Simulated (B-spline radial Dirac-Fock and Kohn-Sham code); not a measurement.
## Electron momentum distribution of Ge²⁷⁺: Compton profiles

System: the Ge²⁷⁺ ion, 1s2 2s2 2p1.

Method: the impulse approximation on Dirac-Fock densities. Computed with a radial finite-basis atomic code. pz is in atomic units of momentum; subshell profiles are per electron, for a selection of subshells; open shells are spread over both j values by their weights.

```tsv
pz	J total	J 1s1/2	J 2p1/2	J 2p3/2
0	0.2775	0.0263	0.0450	0.0457
0.4	0.2765	0.0263	0.0450	0.0457
0.57	0.2756	0.0263	0.0450	0.0457
0.81	0.2736	0.0263	0.0450	0.0457
1.2	0.2691	0.0262	0.0450	0.0457
1.6	0.2628	0.0261	0.0449	0.0456
2.3	0.2484	0.0259	0.0448	0.0454
3.3	0.2222	0.0255	0.0441	0.0447
4.7	0.1811	0.0247	0.0420	0.0425
6.6	0.1303	0.0232	0.0365	0.0367
9.4	0.08104	0.0205	0.0255	0.0253
13	0.05148	0.0166	0.0131	0.0129
19	0.02940	0.0107	0.00358	0.00338
27	0.01378	0.00532	0.000649	0.000587
38	0.004809	0.00196	8.68e-05	7.39e-05
54	0.001205	0.000513	8.89e-06	6.86e-06
76	0.0002530	0.000110	< 1e-6	< 1e-6
```

J(0) = 0.2775. The 2s1/2 subshell gives the largest part, 65 %.

Mean momentum ⟨p⟩ by subshell (a.u.): 1s1/2 27.8, 2s1/2 10.3, 2p1/2 13.8, 2p3/2 13.5.
